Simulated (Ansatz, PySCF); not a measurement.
Stretching the C2–H3 bond in CH5NSi (SMILES C[Si]N) (multiplicity 1 held, fragments rigid). Energies count from the point at 1.093 Å.
Geometry at that point (charge 0, multiplicity 1):
| atom | x (Å) | y (Å) | z (Å) |
|---|---|---|---|
| Si | -0.2770 | -0.0299 | 0.6534 |
| C | 0.5814 | 1.3396 | -0.3708 |
| H | 0.1332 | 2.3155 | -0.1673 |
| H | 0.5786 | 1.1721 | -1.4515 |
| H | 1.6258 | 1.4080 | -0.0421 |
| N | -0.2193 | -1.2951 | -0.5031 |
| H | 0.1577 | -1.2308 | -1.4393 |
| H | -0.5711 | -2.2185 | -0.3004 |

Restricted levels (R-, RO-) in cc, def2 and unpolarised 6-31G sets keep to the state of the molecule at rest. U- levels take the lowest unrestricted solution at each point, which mixes spins at long bonds. Curves can end on different states.

Rows in 6-31G* carry no dispersion term and start afresh at each structure (6-31G* with six Cartesian d functions).

Codes used: Ansatz (Gaussian orbitals); PySCF for 6-31G* rows. Each number belongs to the level named beside it.

Question: Estimate the energy at R = 3.498 Å that U-HF/6-31G* returns for this input.

Answer: 3.85 eV

Question: What energy at R = 3.498 Å does R-r2SCAN/cc-pV(T+d)Z give?

Answer: 6.32 eV

Question: What is the computed energy at R = 3.498 Å (U-r2SCAN/cc-pV(T+d)Z)?

Answer: 4.76 eV

Doubts at one or more of the structures used: a spin-contaminated determinant (U-HF/6-31G*, U-r2SCAN/cc-pV(T+d)Z); a restricted determinant that unrestricted orbitals would lower (R-r2SCAN/cc-pV(T+d)Z).

Ansatz is an electronic-structure program.
